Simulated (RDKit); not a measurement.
Input file for RDKit: UFF on BiH3O3 (SMILES [OH][Bi]([OH])[OH]), a point of a torsion scan.

```python
from rdkit import Chem
from rdkit.Chem import AllChem, rdDetermineBonds

blocks = [
'''7

O    -1.40306400   -0.97346738   -0.38346585
Bi    0.51279326   -0.40705205    0.03588948
O     0.21901165   -0.66224602    2.04407585
O    -0.01761561    1.56035100    0.19603825
H    -2.04292939   -0.39959297    0.03405619
H    -0.70682192   -0.77592975    2.25192672
H    -0.42452740    1.73773256    1.04256627
''',
]
mol = None
for b in blocks:
    f = Chem.MolFromXYZBlock(b)
    rdDetermineBonds.DetermineBonds(f, charge=0)
    mol = f if mol is None else Chem.CombineMols(mol, f)
Chem.SanitizeMol(mol)
print(Chem.MolToSmiles(Chem.RemoveHs(mol)))
ff = AllChem.UFFGetMoleculeForceField(mol, vdwThresh=100.0, ignoreInterfragInteractions=False)
e = ff.CalcEnergy()
print(f'UFF energy {e:.6f} kcal/mol')
```

Output:

```
[OH][Bi]([OH])[OH]
UFF energy 7.743784 kcal/mol
```

The run finished.

Cost: around 0.020 core-seconds (rough).
